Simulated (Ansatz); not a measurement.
Molecular dynamics of H2CS2

Input:

```yaml
accuracy: low
crystal:
  lattice:
    - [6.782423, 0.0, 0.0]
    - [0.0, 6.782423, 0.0]
    - [0.0, 0.0, 6.782423]
  atoms:
    - { symbol: H, position: [0.28859402, 0.84093764, 0.67880132] }
    - { symbol: H, position: [0.21243904, 0.86019932, 0.60173995] }
    - { symbol: H, position: [0.5801909, 0.78397925, 0.52756541] }
    - { symbol: H, position: [0.60417557, 0.78742133, 0.42003131] }
    - { symbol: H, position: [1.04811825, 0.28692289, 0.25146704] }
    - { symbol: H, position: [0.93925316, 0.26642238, 0.2510406] }
    - { symbol: S, position: [0.57243157, 0.5187274, 0.83502488] }
    - { symbol: C, position: [0.37008455, 0.4357186, 0.76549778] }
    - { symbol: S, position: [0.16653503, 0.35544058, 0.69515617] }
    - { symbol: S, position: [0.91955238, 0.72748983, 0.17310203] }
    - { symbol: C, position: [0.88496459, 0.85154265, -0.01678481] }
    - { symbol: S, position: [0.84988927, 0.9740948, -0.20690836] }
    - { symbol: S, position: [0.50389351, 0.32125229, 0.31001275] }
    - { symbol: C, position: [0.43370205, 0.12904442, 0.20593664] }
    - { symbol: S, position: [0.36063071, -0.05980879, 0.09897957] }
basis:
  ecutwfc: 500.0
kpoints:
  mp_grid: { grid: [1, 1, 1] }
hamiltonian:
  xc: r2scan
  dispersion: d3bj
scf:
  occupations: { method: fermi_dirac, width: 0.02 }
  lower_state_search: "off"
md:
  timestep: 0.5
  n_steps: 90
  ensemble: nvt_langevin
  temperature: 700.0
  initial_velocities: maxwell_boltzmann
  seed: 51627
  friction: 0.02
```

Command:

```bash
$ ansatz run input.yaml --threads 1 --pin off --max-ram 3072MiB --backend cpu --events-out ev --progress --plain --runs-dir out
```

It starts from a partly relaxed structure (largest force component 0.25 eV/Å).

Output, in part (step lines):

```
md step     0: t =     0.00 fs  T =   653.3 K  F+E_penalty+E_count = -6283.84562161 eV  E_kin = 1.266748 eV  (10 SCF iters)
md step     1: t =     0.50 fs  T =   635.8 K  F+E_penalty+E_count = -6283.84349166 eV  E_kin = 1.232812 eV  (8 SCF iters)
md step     2: t =     1.00 fs  T =   597.8 K  F+E_penalty+E_count = -6283.83197889 eV  E_kin = 1.158983 eV  (8 SCF iters)
md step     3: t =     1.50 fs  T =   606.8 K  F+E_penalty+E_count = -6283.81542713 eV  E_kin = 1.176598 eV  (8 SCF iters)
md step     4: t =     2.00 fs  T =   597.2 K  F+E_penalty+E_count = -6283.79834744 eV  E_kin = 1.157840 eV  (8 SCF iters)
md step     5: t =     2.50 fs  T =   559.4 K  F+E_penalty+E_count = -6283.78192401 eV  E_kin = 1.084710 eV  (5 SCF iters)
md step     6: t =     3.00 fs  T =   588.7 K  F+E_penalty+E_count = -6283.76665302 eV  E_kin = 1.141483 eV  (5 SCF iters)
md step     7: t =     3.50 fs  T =   591.3 K  F+E_penalty+E_count = -6283.74955217 eV  E_kin = 1.146419 eV  (6 SCF iters)
[... lines left out ...]
md step    90: t =    45.00 fs  T =   769.2 K  F+E_penalty+E_count = -6283.53914146 eV  E_kin = 1.491475 eV  (8 SCF iters)
```

The steps, from the saved trajectory:

```
time (fs)  T (K)  potential energy less start (eV)
      0.0    653                             0.000
      1.5    607                             0.030
      3.0    589                             0.079
      4.5    574                             0.136
      6.0    521                             0.144
      7.5    590                             0.117
      9.0    638                             0.113
     10.5    638                             0.124
     12.0    664                             0.191
     13.5    693                             0.279
     15.0    648                             0.310
     16.5    644                             0.389
     18.0    642                             0.339
     19.5    624                             0.349
     21.0    637                             0.382
     22.5    637                             0.384
     24.0    535                             0.532
     25.5    506                             0.592
     27.0    481                             0.646
     28.5    556                             0.553
     30.0    514                             0.563
     31.5    514                             0.579
     33.0    504                             0.575
     34.5    448                             0.664
     36.0    463                             0.608
     37.5    515                             0.482
     39.0    408                             0.517
     40.5    575                             0.424
     42.0    570                             0.461
     43.5    615                             0.469
     45.0    769                             0.306
```

All steps were run. The mean temperature of the second half is 24 % below the set value. A run of 0.045 ps of so small a system gives no equilibrium averages. Limits of this set-up: coarse k mesh, low accuracy level.

Mean squared displacements from the first frame to the last, about the centre of mass: H 0.44 Å², S 0.07 Å², C 0.06 Å².

Last frame:

```xyz
15
Lattice="6.7824 0.0000 0.0000 0.0000 6.7824 0.0000 0.0000 0.0000 6.7824" Properties=species:S:1:pos:R:3
H 1.401 5.715 3.683
H 1.655 6.075 4.277
H 3.791 5.776 3.455
H 3.764 5.874 2.672
H 6.755 1.654 1.743
H 6.130 1.203 1.615
S 3.738 3.572 5.536
C 2.348 3.055 5.077
S 0.953 2.473 4.708
S 6.343 4.930 1.527
C 6.135 5.744 0.192
S 5.807 6.266 -1.233
S 3.584 2.107 2.120
C 2.878 0.973 1.294
S 2.304 -0.277 0.507
```

Run time: 17 min on 1 thread of Arm Neoverse V1, on a shared host, peak memory 0.65 GiB.
